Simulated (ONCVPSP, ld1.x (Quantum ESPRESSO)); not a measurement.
## Potentials for Xe compared

Generated with ld1.x 7.5 (TM, RRKJ, ultrasoft, PAW), atompaw 4.2 or ONCVPSP 4.0.1. The cutoff is in Ry: for ld1.x and atompaw files where the sum of valence levels is converged to 10 mRy in a Bessel basis, for ONCV files where the hardest occupied wave has 1 mHa per electron of residual kinetic energy. The error is the largest all-electron minus pseudo excitation energy over each file’s own four to seven test configurations (ionisations up to +4, promotions, holes and added fractions of an electron), all of which were solved. The labels leave out finer settings (local radius, basis sizes, second energies), which also bear on the numbers. Spin-polarised tests are not counted. The rows are a selection from randomly drawn settings: files with unsolved tests, undetermined cutoffs or missed reference levels are left out.

A true bound ghost makes a file unfit for plane-wave use even where its test errors are small: the radial tests pick states by their node count and pass the ghost by.

```csv
potential,cutoff (Ry),largest error (meV),bound ghosts
"TM, LDA (PZ), non-relativistic, rc 1.60/1.80/1.05/1.45 (spdf), local p, core correction no, reference 4d10 5s2 5p6",140,+481,none
"ONCV, LDA (Perdew-Zunger), scalar-relativistic, rc 1.30/1.15/1.05/1.10 (spdf), local smoothed, core correction yes, reference 4s2 4p6 4d10 5s2 5p5, qcut 7.1/12/12.5/11.7, projectors 2/2/1/3",120,-13,none
"TM, PBE, scalar-relativistic, rc 1.30/1.45/1.55 (spd), local d, core correction no, reference 5s2 5p4",120,-47,"s, p"
```

Question: Fill in the row for Xe: TM, PW91, scalar-relativistic, rc 1.65/1.50/1.15 (spd), local d, core correction yes, reference 4d10 5s2 5p5.75.

Answer: cutoff 140 Ry, largest error -454 meV, bound ghosts: s, p.

Question: Fill in the row for Xe: ONCV, PBE, fully relativistic, rc 1.20/1.20/1.20/1.10 (spdf), local smoothed, core correction no, reference 4s2 4p6 4d10 5s2 5p6, qcut 13.2/11.2/10.2/10.4, projectors 2/2/2/2.

Answer: cutoff 108 Ry, largest error -106 meV, bound ghosts: none.

Question: Fill in the row for Xe: ONCV, PBE, scalar-relativistic, rc 1.50/1.85/0.85 (spd), local smoothed, core correction no, reference 4d10 5s2 5p6, qcut 3.9/4.4/13.5, projectors 2/2/2.

Answer: cutoff 128 Ry, largest error -10 meV, bound ghosts: s.
